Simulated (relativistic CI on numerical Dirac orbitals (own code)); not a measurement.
## Crystal-field levels of Pd2+, 4d8

Calculated by Dirac-Coulomb-Breit CI, KLI orbitals optimised for each configuration, model QED (radiative potential, 1s self-energy scaled to tabulated hydrogen-like ionisation energies), valence Slater integrals scaled by 0.7, one configuration in a parametric crystal field (own radial code).

Field parameters in Wybourne normalisation: Td as Oh with Dq negative (B⁴₀ = 21Dq, B⁴₄ = √(5/14) B⁴₀). The field is a parameter set, without covalency.

S is read from ⟨S²⟩ = S(S + 1).

Site symmetry Td; labels are those of the double group. Computed levels in cm⁻¹ above the lowest, in rising order:

```
Δ (size of 10Dq)  Lowest   No. 2   No. 3    No. 4     No. 5    No. 6     No. 7     No. 8
            2100      A1  452 T1   935 E  1855 T2   4010 T2  4311 T1   4774 A2    5355 E
            3800      A1  641 T1  1471 E  2478 T2   5060 T2  5560 T1   6226 A2    6328 E
            5450      A1  748 T1  1818 E  2668 T2   6314 T2  6892 T1    7442 E   7677 A2
            7100      A1  814 T1  2040 E  2726 T2   7575 T2  8296 T1    8682 E   9160 A2
            8800      A1  857 T1  2185 E  2738 T2   8755 T2  9795 T1   10031 E  10714 A2
           10450      A1  885 T1  2276 E  2732 T2   9677 T2  11227 E  11285 T1   12106 E
           12150      A1  904 T1  2336 E  2717 T2  10327 T2  11648 E  12847 T1   13190 E
           13800      A1  918 T1  2374 E  2699 T2  10709 T2  11695 E  14384 T1   14623 E
           15500      A1  927 T1  2399 E  2679 T2  10939 T2  11694 E  15983 T1   16170 E
           17200      A1  934 T1  2416 E  2660 T2  11076 T2  11678 E  17596 T1   17748 E
           18850      A1  939 T1  2426 E  2642 T2  11157 T2  11658 E  19172 T1   19300 E
```

Ground-state S against |10Dq| in cm⁻¹: 2100: 1.00, 3800: 1.00, 5450: 1.00, 7100: 1.00, 8800: 1.00, 10450: 1.00, 12150: 1.00, 13800: 1.00, 15500: 1.00, 17200: 1.00, 18850: 1.00.

No abrupt spin change occurs in this range.
